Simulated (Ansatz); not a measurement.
Molecule: boron monoxide dimer, B$_{2}$O$_{2}$, charge 0, multiplicity 1. SMILES: O=BB=O
Geometry from a B3LYP-D3(BJ)/def2-TZVP (Ansatz, a program for electronic structure) optimisation:
```xyz
4

O      0.0000     0.0000    -2.0159
B      0.0000     0.0000    -0.8179
B      0.0000     0.0000     0.8179
O      0.0000     0.0000     2.0159
```
Charge 0, spin multiplicity 1.

Atomisation energy built up term by term with Ansatz (kcal/mol; UHF references for open shells; valence terms freeze the core; atomic spin-orbit terms are left out). CBS marks a two-point X^-3 extrapolation of the correlation energy; Hartree-Fock from the larger set.

```
term                                          basis  kcal/mol
-----------------------  --------------------------  --------
Hartree-Fock                                cc-pVQZ         ?
CCSD correlation               CBS(cc-pVTZ,cc-pVQZ)    131.21
(T)                            CBS(cc-pVTZ,cc-pVQZ)         ?
core correlation                          cc-pwCVTZ      3.55
scalar relativity (X2C)  cc-pVTZ-DK against cc-pVTZ     -0.45
sum: De                                                     ?
```

What belongs in the gaps?


- Hartree-Fock, kcal/mol: 357.19
- (T), kcal/mol: 15.54
- sum: De, kcal/mol: 507.0
